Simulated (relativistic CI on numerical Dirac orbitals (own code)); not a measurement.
# W⁴⁺ (5d2) in a crystal field

Calculated by Dirac-Coulomb-Breit CI, separate exchange-only KLI orbitals for each configuration, model QED (radiative potential, 1s self-energy scaled to tabulated hydrogen-like ionisation energies), valence Slater integrals scaled by 0.9, one configuration in a parametric crystal field (own radial code). With so little scaling, terms lie 10 to 35 % too far apart, which can change the order of excited levels.

Field parameters in Wybourne normalisation: Td as Oh with Dq negative (B⁴₀ = 21Dq, B⁴₄ = √(5/14) B⁴₀). The field is a parameter set, without covalency.

S is read from ⟨S²⟩ = S(S + 1).

Powder χT (cm³ K mol⁻¹) by Van Vleck's formula, with temperature-independent terms:

```
                 Field      2 K     5 K    10 K     20 K    50 K   100 K   200 K   300 K
 Td, 10Dq = -3800 cm⁻¹  0.00137  0.0022  0.0036  0.00638  0.0147  0.0286  0.0565  0.0843
 Td, 10Dq = -6800 cm⁻¹    0.049  0.0496  0.0507   0.0528  0.0591  0.0696  0.0905   0.112
 Td, 10Dq = -9800 cm⁻¹    0.162   0.162   0.163    0.165    0.17   0.179   0.196   0.214
Td, 10Dq = -12850 cm⁻¹    0.278   0.279   0.279    0.281   0.285   0.293   0.307   0.322
Td, 10Dq = -15850 cm⁻¹    0.375   0.376   0.376    0.377   0.381   0.387     0.4   0.412
Td, 10Dq = -18900 cm⁻¹    0.455   0.455   0.456    0.457    0.46   0.465   0.476   0.487
```

Task: For Td, 10Dq = -18900 cm⁻¹: what effective moment follows at 300 K?

Result: μ_eff = √(8χT) = 1.97 μB. The ground level has S = 0.99; the spin-only moment for S = 1 is 2.83 μB. The difference comes from the orbital moment, spin-orbit mixing of terms and temperature-independent paramagnetism, all larger in this ionic model than in covalent complexes.
